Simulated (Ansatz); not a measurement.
Ideal-gas functions of H3MoNOS2, SMILES `[NH2][Mo]([OH])(=[S])=[S]` at 298.15 K and 1 bar, from an Ansatz frequency run at PBE0-D4/def2-TZVP.

Molar mass 193.1 g/mol, point group C1 (symmetry number 1), electronic degeneracy 1, moments of inertia 206.083, 280.907, 317.525 u Å². Harmonic wavenumbers (cm⁻¹, unscaled): 171, 182, 186, 223, 224, 249, 356, 456, 569, 574, 644, 683, 722, 726, 1528, 3576, 3684, 3879.

Use S(trans) = R[1.5 ln M + 2.5 ln T − 1.1517]; rotational temperatures θ = 24.2544 K / I; S(rot) = R[ln(√π/σ · √(T³/θAθBθC)) + 1.5]; for each mode x = 1.438777 ν̃/T, S = R[x/(eˣ − 1) − ln(1 − e⁻ˣ)] and H = RT x/(eˣ − 1); 1 cm⁻¹ = 0.0119627 kJ/mol; R = 8.31446 J/(mol·K).

Task: By hand: the entropy, in J/(mol·K).

Result: Translation 174.5. Rotation: θ = 0.1177, 0.0863, 0.0764 K, giving 118.1. Vibration, mode by mode: 10.14, 9.66, 9.49, 8.09, 8.06, 7.27, 4.77, 3.25, 2.12, 2.08, 1.59, 1.37, 1.18, 1.16, 0.04, 0.00, 0.00, 0.00, in all 70.3. Electronic 0.0. Sum 362.9 J/(mol·K).

Task: By hand: H − E and G − E in kJ/mol, counted from the electronic energy.

Result: Zero-point energy ½ × 18632 × 0.0119627 = 111.4; thermal vibration 12.5; translation, rotation and pV give 4 RT = 9.9. H − E = 133.8 kJ/mol, and G − E = 133.8 − 298.15 × 362.9/1000 = 25.6 kJ/mol.

Vibration gives 19 % of the entropy. The sum counts one conformer and one mirror image; others add a mixing term.
